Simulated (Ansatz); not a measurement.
**Relative energies of C4H3F7 isomers**

2 of its isomers, all singlets with charge 0: A = `FCC(F)(C(F)F)C(F)(F)F`; B = `FC(F)CC(F)(F)C(F)(F)F`.

Shapes, held fixed at every level: PBE0-D4/def2-TZVP. Flexible molecules stand in one conformer, not always the lowest. Programs: Ansatz 0.2.0.

A:

```xyz
14

F    -1.6743    0.5360    1.5875
C    -1.3283   -0.2643    0.5259
C     0.1696   -0.1738    0.2973
F     0.8253   -0.7820    1.3379
C     0.6304    1.2918    0.2999
F     1.9185    1.3938   -0.0736
F    -0.1170    2.0149   -0.5596
C     0.5512   -0.9451   -0.9811
F     0.1182   -0.3041   -2.0655
F     1.8577   -1.1198   -1.0817
F    -0.0213   -2.1550   -0.9664
H    -1.8680    0.0721   -0.3619
H    -1.5945   -1.2954    0.7632
H     0.5197    1.7015    1.3069
```

B:

```xyz
14

F    -1.5145   -1.0429    1.1945
C    -0.8187    0.0869    1.4635
F    -0.6804    0.1593    2.8110
C     0.5601    0.0217    0.8448
C     0.6609    0.4334   -0.6054
F     0.2375    1.7093   -0.7588
F     1.9600    0.3864   -0.9703
C    -0.1186   -0.4226   -1.6307
F     0.2077   -0.0702   -2.8661
F    -1.4278   -0.2527   -1.4777
F     0.1698   -1.7103   -1.4651
H    -1.4140    0.9437    1.1352
H     0.9583   -0.9866    0.9677
H     1.2064    0.7155    1.3863
```

Electronic energies in kJ/mol, without zero-point or thermal terms.

```json
{"level": "HF/def2-TZVPP", "kind": "Hartree–Fock", "B − A": "-53.0"}
{"level": "r2SCAN-D4/def2-TZVPP", "kind": "meta-GGA", "B − A": "-53.3"}
{"level": "PBE0-D4/def2-TZVPP", "kind": "global hybrid", "B − A": "-52.9"}
{"level": "wB97M-V/def2-TZVPP", "kind": "range-separated hybrid", "B − A": "-50.7"}
{"level": "wB97X-V/def2-TZVPP", "kind": "range-separated hybrid", "B − A": "-50.0"}
{"level": "CCSD(T)/def2-SVP", "kind": "coupled cluster or CI", "B − A": "-48.9"}
{"level": "CCSD(T)/CBS estimate", "kind": "coupled cluster or CI", "B − A": "-49.5"}
```

The highest level, CCSD(T)/CBS estimate, puts B lowest of these. All levels agree on that. The B − A difference spans -53.3 to -48.9 kJ/mol over the levels. The CBS estimate extrapolates MP2 from def2-TZVPP and def2-QZVPP and adds CCSD(T) − MP2 in the triple-zeta set, cores frozen.
